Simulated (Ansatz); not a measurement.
B₉N₉, relaxed as a singlet with RKS r2SCAN-D4/def2-SVP in Ansatz, starting from the GFN1-xTB geometry. Force threshold 0.03 eV/Å.

Another isomer (singlet) lies 7.28 eV lower at PBE0-D4/def2-TZVP; other spin states weren't run for this one.

Start:

```csv
atom,x (Å),y (Å),z (Å)
B1,-0.309,2.061,0.339
B2,4.531,-3.365,1.506
B3,0.400,-0.440,-0.010
B4,6.660,-4.458,2.499
B5,2.484,-1.937,0.704
B6,-3.892,0.846,-1.792
B7,-2.124,3.691,-0.069
B8,-1.917,-0.526,-1.216
B9,-4.037,3.073,-1.191
N10,-0.975,3.222,0.340
N11,5.561,-4.139,1.913
N12,-0.765,-0.850,-0.730
N13,3.559,-2.641,1.109
N14,-3.111,-0.199,-1.724
N15,-4.555,2.002,-1.774
N16,1.467,-1.284,0.317
N17,-3.324,3.996,-0.562
N18,0.347,0.949,0.341
```

Task: Estimate the energy that the relaxation releases and the steps that it takes.

Result: 5.2 kcal/mol, in 30 steps; 3.4 min on 4 threads of Arm Neoverse V2 on a shared host. The force fell under the threshold at step 25, but the optimiser went on. No frequencies were taken in this run, so the end may be a saddle point.

Task: Does the start keep its bonding?

Result: By distances, no bond broke or formed. The bond that changes most is B5–N16, from 1.27 to 1.29 Å (atoms count from 1).

Task: Predict the relaxed structure.

Result: 
```xyz
18

B    -0.001    2.419   -0.095
B     4.165   -3.313    1.706
B     0.667   -0.045   -0.625
B     5.959   -4.768    2.934
B     2.448   -1.691    0.557
B    -3.837    0.489   -1.457
B    -2.104    3.551    0.189
B    -1.667   -0.525   -1.680
B    -4.078    2.534   -0.426
N    -0.785    3.465    0.180
N     5.018   -4.166    2.272
N    -0.378   -0.540   -1.455
N     3.325   -2.500    1.145
N    -2.979   -0.410   -1.906
N    -4.616    1.472   -1.013
N     1.594   -0.901   -0.010
N    -3.432    3.564    0.109
N     0.700    1.365   -0.427
```
Bond lengths: 18 × B–N 1.29 to 1.42 Å.
